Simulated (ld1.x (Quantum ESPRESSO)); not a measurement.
**Transferability test, TM potential for I (Z = 53)**

I (Z = 53), norm-conserving Troullier–Martins (Kleinman–Bylander form), made with ld1.x (Quantum ESPRESSO) 7.5 (PBEsol, fully relativistic). Core [Kr] 4d10, reference 5s2 5p5. Waves: 5p (bound): rc 1.60 bohr; 5d channel at 0.1 Ry: rc 1.45 bohr; 5s (bound): rc 1.35 bohr. Local part: the s channel. Core correction: a·sin(br)/r model core inside 0.65 bohr.

Open shells are filled in proportion to 2j + 1 (rel_dist='average').

Energies are relative to the spin-unpolarised reference configuration 5s2 5p5; without spin polarisation the order of configurations can differ from experiment.

Task: Give the all-electron excitation energy and the error of the potential for: 5s2 5p4; 5s2 5p3; 5s2 5p2; 5s1 5p5; 5s1 5p6; 5s2 5p5.3; 5s2 5p1.

Result:

| valence configuration | charge | ΔE all-electron (eV) | error AE − PS (meV) |
| --- | --- | --- | --- |
| 5s2 5p4 | +1 | 11.177 | -0.8 |
| 5s2 5p3 | +2 | 31.090 | -7.7 |
| 5s2 5p2 | +3 | 60.510 | -31 |
| 5s1 5p5 | +1 | 22.140 | -18 |
| 5s1 5p6 | 0 | 10.400 | -12 |
| 5s2 5p5.3 | -0.3 | -1.794 | 0.0 |
| 5s2 5p1 | +4 | 100.046 | -87 |

Note: ghost states, extra bound levels that the all-electron valence spectrum of the same l lacks: p1/2 at -436.6 eV, d3/2 at -47.8 eV, d5/2 at -46.6 eV. A true bound ghost makes a file unfit for plane-wave use.
